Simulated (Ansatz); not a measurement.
The same path of Ge2H6 + H (9 atoms, charge 0, multiplicity 2) was run 3 times with different band settings. Lost on the way: Ge1–H2. Made: H2–H9.

Method: UKS PBE0/def2-SVP (Ansatz 0.2.0).

Relaxed end points:

```xyz
9
Properties=species:S:1:pos:R:3
Ge 0.015 0.004 -0.202
H -0.310 -0.298 1.274
H 1.537 0.197 -0.341
Ge -1.151 1.999 -0.931
H -2.673 1.808 -0.790
H -0.726 3.211 -0.080
H -0.830 2.299 -2.408
H -0.406 -1.208 -1.055
H 0.023 -0.176 4.348
```

```xyz
9
Properties=species:S:1:pos:R:3
Ge -0.069 -0.137 -0.548
H -0.104 -0.119 2.903
H 1.466 -0.015 -0.414
Ge -1.171 1.977 -0.981
H -2.693 1.755 -1.028
H -0.842 2.962 0.154
H -0.719 2.595 -2.320
H -0.402 -1.230 -1.589
H 0.012 0.048 3.637
```

Common settings: movable images 7; start path through a guess of the saddle point; force threshold 0.05 eV/Å; iteration limit 60; end points relaxed.

| run | climbing image | spring | optimiser |
| --- | --- | --- | --- |
| 1 | yes | 5.0 eV/Å² | quadratic models (default) |
| 2 | yes | 0.5 eV/Å² | quadratic models (default) |
| 3 | from the first iteration | 5.0 eV/Å² | fire |

(1) What does each run give, and how far can it be trusted?

Answers

(1) Run 1: converged after 16 iterations, highest image 0.044 eV above the first end. A vibrational analysis at the climbing image gives one clearly imaginary mode, 467i cm⁻¹: a first-order saddle point.
Run 2: converged after 14 iterations, highest image 0.045 eV above the first end. Another band between the same ends (7 images) ends at a top of the same energy, where a vibrational analysis finds 1 clearly imaginary mode.
Run 3: converged after 36 iterations, highest image 0.058 eV above the first end. The order of the point at the top wasn't checked.
